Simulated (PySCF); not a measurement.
# Ge₂ at PBE

Level: PBE. PySCF, no relativity, basis sets Ge def2-TZVPP.

```json
{"state": "³Σg⁻ (triplet), unpaired electrons π ↑↑", "bond length": "2.421 Å", "harmonic wavenumber": "273 cm⁻¹", "force constant": "1.62 mdyn/Å", "rotational constant Be": "0.07782 cm⁻¹", "anharmonicity ωexe": "0.597 cm⁻¹", "vibration–rotation constant αe": "0.000257 cm⁻¹", "well depth De to Ge + Ge": "3.21 eV", "dissociation energy D0": "3.19 eV", "bond order (Mayer)": "1.98"}
```

Spin–orbit coupling is left out. The state is the lowest determinant that a PBE0 search found; another state may lie lower at other levels.
